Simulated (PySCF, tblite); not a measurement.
Isomers of C4H6F2OSi, one GFN2-xTB conformer each. Single-point energies are computed at PBE0/pcSseg-1 (PySCF, gas phase, no added dispersion term), electronic only.

Question: Rank them by PBE0/pcSseg-1 energy, lowest first (kcal/mol).
A. `[O:1]=[CH:2]/[C:3]([SiH3:4])=[CH:5]\[CH:6]([F:7])[F:8]` with O1–C2–C3–Si4 0°, C3–C5–C6–F7 -59°
B. `[F:1][C:2]([F:3])=[C:4]1[CH2:5][CH2:6][O:7][SiH2:8]1` with C2–C4–C5–C6 -158°, C4–C5–C6–O7 -30°, C5–C6–O7–Si8 26°, C6–O7–Si8–C4 -11°

Answer: B (0.0), A (30.5).

As drawn, the lower has an Si–O bond, which the higher lacks; the higher has a C=O bond, which the lower lacks. GFN2-xTB itself gives, in the same order: 0.0, 53.5. Both levels put the same isomer lowest.

Q: Which frontier levels, dipoles and rotational constants go with these structures?

A: 
```
               SMILES  HOMO (eV, PBE0/pcSseg-1)  LUMO (eV)  dipole (D)       A, B, C (MHz)
   FC(F)=C1CCO[SiH2]1                     -7.48      -0.03        1.05   3183, 1205, 900.3
O=C/C([SiH3])=C\C(F)F                     -7.89      -2.58        3.47  2916, 985.0, 855.2
```

Q: What happens when harmonic zero-point energies from GFN2-xTB frequencies are added?

A: 
| SMILES | ZPE (kcal/mol) | electronic (kcal/mol) | with ZPE (kcal/mol) |
| --- | --- | --- | --- |
| FC(F)=C1CCO[SiH2]1 | 57.9 | 0.0 | 0.0 |
| O=C/C([SiH3])=C\C(F)F | 53.9 | 30.5 | 26.5 |

The zero-point energies span 4.0 kcal/mol. The order is unchanged.
